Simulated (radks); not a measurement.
Task: All-electron atom: Cd3+ in [Kr] 4d7 5s1 5p1 (not the ground configuration). All-electron calculation, Dirac Kohn-Sham, BLYP, spin-unpolarised, spherical densities, finite nucleus; open shells fill j = l - 1/2 first; Fermi nuclear charge, rms radius 4.6087 fm. Program: a radial shooting solver on a logarithmic mesh with Libxc functionals. Some entries of the table are withheld. Estimate them.

orbital,occ.,eigenvalue (hartree),<r> (bohr),r(max) (bohr)
1s1/2,2,-976.1602,0.03040,0.01968
2s1/2,2,-146.4849,0.1313,0.1114
2p1/2,2,-136.5138,(1),0.08595
2p3/2,4,-129.4380,(2),0.09030
3s1/2,2,-28.79340,0.3581,0.3240
3p1/2,2,-24.79831,(3),0.3103
3p3/2,4,-23.53383,(4),0.3204
3d3/2,4,-16.46203,(5),0.2639
3d5/2,6,-16.20486,(6),0.2668
4s1/2,2,(7),0.8670,0.7915
4p1/2,2,-4.34619,0.9182,0.8219
4p3/2,4,-4.12044,0.9459,0.8457
4d3/2,4,-2.07861,1.131,(8)
4d5/2,3,-2.04689,1.143,(9)
5s1/2,1,-1.35747,2.156,1.950
5p1/2,1,-1.04873,2.453,2.197
5p3/2,0,-1.01810,2.517,2.258

Result: 
(1) 2p1/2 <r> (bohr): 0.1112
(2) 2p3/2 <r> (bohr): 0.1164
(3) 3p1/2 <r> (bohr): 0.3494
(4) 3p3/2 <r> (bohr): 0.3604
(5) 3d3/2 <r> (bohr): 0.3325
(6) 3d5/2 <r> (bohr): 0.3360
(7) 4s1/2 eigenvalue (hartree): -5.64881
(8) 4d3/2 r(max) (bohr): 0.9413
(9) 4d5/2 r(max) (bohr): 0.9502
